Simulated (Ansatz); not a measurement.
Born–Oppenheimer molecular dynamics of AlCl$_{2}$H$_{4}$N (8 atoms, charge 0, multiplicity 1). It starts at the highest image of a converged band, a first-order saddle point between two minima.

Method: Ansatz 0.2.0, RKS PBE0/6-31G*.

```json
{
  "ensemble": "NVE (velocity Verlet)",
  "time step": "0.5 fs",
  "steps asked": "200",
  "starting velocities drawn for": "100 K",
  "seed": "5384"
}
```

Frames 2.5 fs apart, positions in Å, forces in eV/Å.

Velocities at 60 fs (Å/ps):

```
Al -1.45 -5.88 -7.68
H 0.26 49.28 14.76
Cl -0.99 1.45 2.16
Cl 1.62 1.53 2.58
N 1.81 -6.16 -1.93
H -5.24 9.20 5.33
H 0.81 7.82 24.89
H -4.23 71.91 20.83
```

```xyz
8
Properties=species:S:1:pos:R:3:forces:R:3 time_fs=60 energy_less_start_eV=-0.599 T=873
Al 0.117 -0.647 -0.224 -0.37 -1.53 0.68
H -0.057 2.139 2.157 0.13 0.16 -0.41
Cl 1.874 0.346 -0.669 0.35 0.13 0.06
Cl -1.659 0.051 -1.027 -0.36 0.23 -0.17
N -0.003 -2.215 0.677 1.30 0.76 0.04
H -0.836 -2.744 0.847 -0.57 0.01 -0.10
H 0.757 -2.636 1.226 -0.35 0.41 -0.49
H -0.257 1.879 2.811 -0.12 -0.17 0.39
8
Properties=species:S:1:pos:R:3:forces:R:3 time_fs=62.5 energy_less_start_eV=-0.607 T=883
Al 0.113 -0.664 -0.242 -0.09 -1.51 0.81
H -0.053 2.266 2.185 -0.06 -0.07 0.21
Cl 1.872 0.350 -0.663 0.27 0.07 0.05
Cl -1.655 0.055 -1.021 -0.50 0.26 -0.25
N 0.004 -2.229 0.672 0.61 0.76 -0.05
H -0.863 -2.720 0.858 0.03 0.20 -0.12
H 0.746 -2.604 1.271 -0.32 0.23 -0.43
H -0.270 2.055 2.872 0.07 0.06 -0.23
8
Properties=species:S:1:pos:R:3:forces:R:3 time_fs=65 energy_less_start_eV=-0.603 T=878
Al 0.108 -0.683 -0.259 0.20 -1.30 0.82
H -0.053 2.390 2.222 -0.09 -0.07 0.29
Cl 1.870 0.354 -0.658 0.15 -0.02 0.06
Cl -1.652 0.059 -1.015 -0.60 0.27 -0.30
N 0.014 -2.239 0.667 -0.81 1.06 -0.79
H -0.888 -2.685 0.861 0.56 0.29 -0.12
H 0.719 -2.559 1.295 0.49 -0.29 0.35
H -0.281 2.233 2.922 0.10 0.06 -0.31
8
Properties=species:S:1:pos:R:3:forces:R:3 time_fs=67.5 energy_less_start_eV=-0.610 T=887
Al 0.105 -0.706 -0.274 0.49 -0.91 0.71
H -0.056 2.510 2.271 0.15 0.06 -0.43
Cl 1.868 0.358 -0.652 0.00 -0.12 0.07
Cl -1.651 0.064 -1.010 -0.64 0.25 -0.32
N 0.021 -2.245 0.659 0.14 1.09 -0.56
H -0.887 -2.636 0.858 -0.06 -0.15 0.11
H 0.715 -2.529 1.333 0.06 -0.16 0.01
H -0.287 2.414 2.959 -0.14 -0.07 0.42
8
Properties=species:S:1:pos:R:3:forces:R:3 time_fs=70 energy_less_start_eV=-0.598 T=871
Al 0.102 -0.731 -0.287 0.71 -0.34 0.48
H -0.054 2.633 2.304 -0.08 -0.02 0.23
Cl 1.867 0.361 -0.646 -0.14 -0.23 0.07
Cl -1.650 0.070 -1.005 -0.61 0.21 -0.32
N 0.029 -2.247 0.649 0.89 0.62 0.20
H -0.887 -2.594 0.862 -0.33 -0.33 0.21
H 0.715 -2.508 1.370 -0.53 0.08 -0.64
H -0.298 2.592 3.013 0.08 0.01 -0.24
8
Properties=species:S:1:pos:R:3:forces:R:3 time_fs=72.5 energy_less_start_eV=-0.589 T=860
Al 0.101 -0.756 -0.299 0.81 0.33 0.16
H -0.054 2.756 2.347 -0.10 0.00 0.29
Cl 1.865 0.365 -0.640 -0.26 -0.33 0.07
Cl -1.650 0.075 -1.001 -0.52 0.14 -0.28
N 0.039 -2.245 0.639 -0.60 0.03 0.21
H -0.902 -2.569 0.875 0.45 -0.05 -0.05
H 0.689 -2.484 1.375 0.11 -0.12 -0.10
H -0.307 2.770 3.056 0.10 -0.01 -0.30
8
Properties=species:S:1:pos:R:3:forces:R:3 time_fs=75 energy_less_start_eV=-0.552 T=812
Al 0.102 -0.781 -0.311 0.83 1.01 -0.18
H -0.060 2.878 2.402 0.16 -0.04 -0.43
Cl 1.863 0.367 -0.634 -0.35 -0.42 0.07
Cl -1.651 0.081 -0.997 -0.39 0.04 -0.24
N 0.048 -2.244 0.630 -1.14 -0.31 0.11
H -0.894 -2.550 0.887 0.36 -0.07 -0.15
H 0.669 -2.467 1.375 0.69 -0.26 0.40
H -0.310 2.948 3.086 -0.16 0.04 0.42
8
Properties=species:S:1:pos:R:3:forces:R:3 time_fs=77.5 energy_less_start_eV=-0.522 T=774
Al 0.104 -0.803 -0.323 0.78 1.61 -0.48
H -0.059 2.998 2.440 -0.09 0.04 0.24
Cl 1.860 0.369 -0.628 -0.40 -0.48 0.06
Cl -1.653 0.087 -0.993 -0.25 -0.06 -0.19
N 0.052 -2.244 0.622 0.32 -0.70 1.02
H -0.869 -2.536 0.891 -0.52 -0.36 0.05
H 0.684 -2.463 1.390 0.06 0.01 -0.45
H -0.320 3.127 3.132 0.09 -0.05 -0.24
8
Properties=species:S:1:pos:R:3:forces:R:3 time_fs=80 energy_less_start_eV=-0.502 T=748
Al 0.109 -0.822 -0.336 0.64 1.95 -0.63
H -0.062 3.121 2.489 -0.10 0.07 0.27
Cl 1.857 0.370 -0.622 -0.40 -0.52 0.04
Cl -1.655 0.093 -0.990 -0.10 -0.16 -0.15
N 0.057 -2.247 0.618 0.20 -1.03 1.37
H -0.868 -2.541 0.896 -0.19 -0.28 -0.01
H 0.705 -2.460 1.382 -0.14 0.03 -0.62
H -0.326 3.303 3.168 0.10 -0.08 -0.27
8
Properties=species:S:1:pos:R:3:forces:R:3 time_fs=82.5 energy_less_start_eV=-0.500 T=745
Al 0.115 -0.837 -0.351 0.41 1.95 -0.58
H -0.069 3.247 2.548 0.16 -0.14 -0.40
Cl 1.853 0.371 -0.616 -0.36 -0.52 0.01
Cl -1.658 0.099 -0.988 0.04 -0.24 -0.11
N 0.062 -2.254 0.620 -1.15 -0.87 0.56
H -0.876 -2.562 0.901 0.59 -0.04 -0.15
H 0.721 -2.457 1.343 0.47 -0.27 0.27
H -0.328 3.477 3.193 -0.16 0.14 0.40
8
Properties=species:S:1:pos:R:3:forces:R:3 time_fs=85 energy_less_start_eV=-0.520 T=771
Al 0.121 -0.847 -0.367 0.17 1.68 -0.33
H -0.070 3.366 2.592 -0.10 0.11 0.23
Cl 1.848 0.370 -0.610 -0.28 -0.49 -0.02
Cl -1.660 0.104 -0.985 0.15 -0.31 -0.09
N 0.064 -2.264 0.624 -0.39 -0.34 0.15
H -0.855 -2.588 0.898 0.11 -0.23 0.10
H 0.761 -2.468 1.315 0.24 -0.29 0.19
H -0.335 3.656 3.233 0.10 -0.11 -0.23
8
Properties=species:S:1:pos:R:3:forces:R:3 time_fs=87.5 energy_less_start_eV=-0.524 T=776
Al 0.128 -0.853 -0.383 -0.11 1.23 0.03
H -0.075 3.491 2.646 -0.10 0.13 0.23
Cl 1.843 0.368 -0.603 -0.16 -0.43 -0.05
Cl -1.662 0.109 -0.982 0.24 -0.37 -0.08
N 0.064 -2.277 0.629 1.07 0.10 0.25
H -0.829 -2.629 0.902 -0.45 -0.45 0.32
H 0.812 -2.496 1.295 -0.59 -0.08 -0.46
H -0.339 3.830 3.263 0.10 -0.13 -0.23
```

Of the whole run (100 fs, mean temperature of the second half 820 K): The conserved energy stayed within 0.055 meV per atom of its start (net change 0.029 meV per atom), so the integration is sound. The kinetic energy rose, since the run started high on the potential surface and went downhill. It ends in pieces (AlCl2H2N + H2), so much of that is their flight and rotation, not heat. A run of 0.1 ps of so small a system gives no equilibrium averages. The orbitals stay closed-shell, which can raise the energy where a bond breaks towards radicals; this wasn't checked here.

Time of the run: 14 min on 1 thread of Arm Neoverse V1 (shared host), peak memory 0.16 GiB.
